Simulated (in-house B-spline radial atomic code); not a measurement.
Orbital energies and mean radii along the 14-electron series, configuration 1s2 2s2 2p6 3s2 3p1/2(2). The effective charge is n√(-2ε), a non-relativistic measure. Computed with a B-spline radial code for spherical atoms: Dirac-Hartree-Fock, jj configuration that fills j = l - 1/2 first, finite nuclei.

```json
{"ion": "Si", "Z": "14", "energy of 3s1/2 (Eh)": "-0.54756", "mean radius of 3s1/2 (bohr)": "2.1974", "energy of 3p1/2 (Eh)": "-0.26695", "mean radius of 3p1/2 (bohr)": "2.8094", "effective charge of 3s1/2": "3.1394"}
{"ion": "P+", "Z": "15", "energy of 3s1/2 (Eh)": "-1.0412", "mean radius of 3s1/2 (bohr)": "1.8412", "energy of 3p1/2 (Eh)": "-0.67969", "mean radius of 3p1/2 (bohr)": "2.154", "effective charge of 3s1/2": "4.3291"}
{"ion": "S2+", "Z": "16", "energy of 3s1/2 (Eh)": "-1.6663", "mean radius of 3s1/2 (bohr)": "1.5919", "energy of 3p1/2 (Eh)": "-1.2219", "mean radius of 3p1/2 (bohr)": "1.7801", "effective charge of 3s1/2": "5.4766"}
{"ion": "Cl3+", "Z": "17", "energy of 3s1/2 (Eh)": "-2.4145", "mean radius of 3s1/2 (bohr)": "1.4066", "energy of 3p1/2 (Eh)": "-1.8867", "mean radius of 3p1/2 (bohr)": "1.5284", "effective charge of 3s1/2": "6.5924"}
{"ion": "Ar4+", "Z": "18", "energy of 3s1/2 (Eh)": "?", "mean radius of 3s1/2 (bohr)": "?", "energy of 3p1/2 (Eh)": "?", "mean radius of 3p1/2 (bohr)": "?", "effective charge of 3s1/2": "?"}
{"ion": "K5+", "Z": "19", "energy of 3s1/2 (Eh)": "-4.2665", "mean radius of 3s1/2 (bohr)": "1.1466", "energy of 3p1/2 (Eh)": "-3.5719", "mean radius of 3p1/2 (bohr)": "1.2024", "effective charge of 3s1/2": "8.7634"}
{"ion": "Ca6+", "Z": "20", "energy of 3s1/2 (Eh)": "-5.3674", "mean radius of 3s1/2 (bohr)": "1.0511", "energy of 3p1/2 (Eh)": "-4.5893", "mean radius of 3p1/2 (bohr)": "1.089", "effective charge of 3s1/2": "9.8292"}
{"ion": "Sc7+", "Z": "21", "energy of 3s1/2 (Eh)": "-6.5839", "mean radius of 3s1/2 (bohr)": "0.97082", "energy of 3p1/2 (Eh)": "-5.7223", "mean radius of 3p1/2 (bohr)": "0.99603", "effective charge of 3s1/2": "10.886"}
{"ion": "Ti8+", "Z": "22", "energy of 3s1/2 (Eh)": "-7.9156", "mean radius of 3s1/2 (bohr)": "0.90228", "energy of 3p1/2 (Eh)": "-6.9703", "mean radius of 3p1/2 (bohr)": "0.91821", "effective charge of 3s1/2": "11.937"}
{"ion": "V9+", "Z": "23", "energy of 3s1/2 (Eh)": "-9.3625", "mean radius of 3s1/2 (bohr)": "0.843", "energy of 3p1/2 (Eh)": "-8.3333", "mean radius of 3p1/2 (bohr)": "0.85199", "effective charge of 3s1/2": "12.982"}
{"ion": "Cr10+", "Z": "24", "energy of 3s1/2 (Eh)": "-10.924", "mean radius of 3s1/2 (bohr)": "0.79116", "energy of 3p1/2 (Eh)": "-9.8112", "mean radius of 3p1/2 (bohr)": "0.79487", "effective charge of 3s1/2": "14.023"}
{"ion": "Mn11+", "Z": "25", "energy of 3s1/2 (Eh)": "-12.601", "mean radius of 3s1/2 (bohr)": "0.74541", "energy of 3p1/2 (Eh)": "-11.404", "mean radius of 3p1/2 (bohr)": "0.74506", "effective charge of 3s1/2": "15.061"}
{"ion": "Fe12+", "Z": "26", "energy of 3s1/2 (Eh)": "-14.394", "mean radius of 3s1/2 (bohr)": "0.7047", "energy of 3p1/2 (Eh)": "-13.112", "mean radius of 3p1/2 (bohr)": "0.7012", "effective charge of 3s1/2": "16.096"}
{"ion": "Co13+", "Z": "27", "energy of 3s1/2 (Eh)": "?", "mean radius of 3s1/2 (bohr)": "?", "energy of 3p1/2 (Eh)": "?", "mean radius of 3p1/2 (bohr)": "?", "effective charge of 3s1/2": "?"}
{"ion": "Ni14+", "Z": "28", "energy of 3s1/2 (Eh)": "-18.326", "mean radius of 3s1/2 (bohr)": "0.63535", "energy of 3p1/2 (Eh)": "-16.874", "mean radius of 3p1/2 (bohr)": "0.62741", "effective charge of 3s1/2": "18.162"}
{"ion": "Cu15+", "Z": "29", "energy of 3s1/2 (Eh)": "-20.466", "mean radius of 3s1/2 (bohr)": "0.60555", "energy of 3p1/2 (Eh)": "-18.928", "mean radius of 3p1/2 (bohr)": "0.59606", "effective charge of 3s1/2": "19.193"}
{"ion": "Zn16+", "Z": "30", "energy of 3s1/2 (Eh)": "-22.722", "mean radius of 3s1/2 (bohr)": "0.5784", "energy of 3p1/2 (Eh)": "-21.099", "mean radius of 3p1/2 (bohr)": "0.56768", "effective charge of 3s1/2": "20.224"}
{"ion": "Ga17+", "Z": "31", "energy of 3s1/2 (Eh)": "?", "mean radius of 3s1/2 (bohr)": "?", "energy of 3p1/2 (Eh)": "?", "mean radius of 3p1/2 (bohr)": "?", "effective charge of 3s1/2": "?"}
{"ion": "Ge18+", "Z": "32", "energy of 3s1/2 (Eh)": "-27.586", "mean radius of 3s1/2 (bohr)": "0.53074", "energy of 3p1/2 (Eh)": "-25.79", "mean radius of 3p1/2 (bohr)": "0.51826", "effective charge of 3s1/2": "22.284"}
{"ion": "As19+", "Z": "33", "energy of 3s1/2 (Eh)": "-30.195", "mean radius of 3s1/2 (bohr)": "0.5097", "energy of 3p1/2 (Eh)": "-28.311", "mean radius of 3p1/2 (bohr)": "0.4966", "effective charge of 3s1/2": "23.313"}
```

(1) Fill in the row of Ar4+.

(2) Fill in the row of Co13+.

(3) Fill in the row of Ga17+.

(4) How does the screening of 3s1/2 change?

Answers

(1) energy of 3s1/2 (Eh): -3.2818; mean radius of 3s1/2 (bohr): 1.2625; energy of 3p1/2 (Eh): -2.6707; mean radius of 3p1/2 (bohr): 1.3443; effective charge of 3s1/2: 7.6859.

(2) energy of 3s1/2 (Eh): -16.302; mean radius of 3s1/2 (bohr): 0.66823; energy of 3p1/2 (Eh): -14.935; mean radius of 3p1/2 (bohr): 0.66225; effective charge of 3s1/2: 17.13.

(3) energy of 3s1/2 (Eh): -25.096; mean radius of 3s1/2 (bohr): 0.55356; energy of 3p1/2 (Eh): -23.386; mean radius of 3p1/2 (bohr): 0.54186; effective charge of 3s1/2: 21.254.

(4) Z less the effective charge goes from 10.86 at Z = 14 to 9.69 at Z = 33.
